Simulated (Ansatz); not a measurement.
BiH3 (SMILES [BiH3]) moved off its minimum; all values from Ansatz (a first-principles code), cores frozen in correlated methods. Elements past Kr take the def2 small-core potentials, without spin–orbit coupling.
(charge 0, multiplicity 1)
```xyz
4

Bi     0.0954     0.1309     0.1459
H     -1.4881    -0.1386    -0.9770
H      0.8751    -1.1051    -0.9312
H      0.6084     1.5148    -0.8214
```

Question: Give the forces (eV/Å), the total energy and the dipole at CCSD(T)/def2-TZVPPD.

Answer: 
| atom | Fx | Fy | Fz |
|---|---|---|---|
| Bi1 | -1.330 | -0.818 | -0.589 |
| H2 | 1.046 | 0.318 | 0.854 |
| H3 | 0.113 | 0.239 | 0.103 |
| H4 | 0.172 | 0.262 | -0.368 |
Energy -215.4242 hartree, dipole 1.31 D.
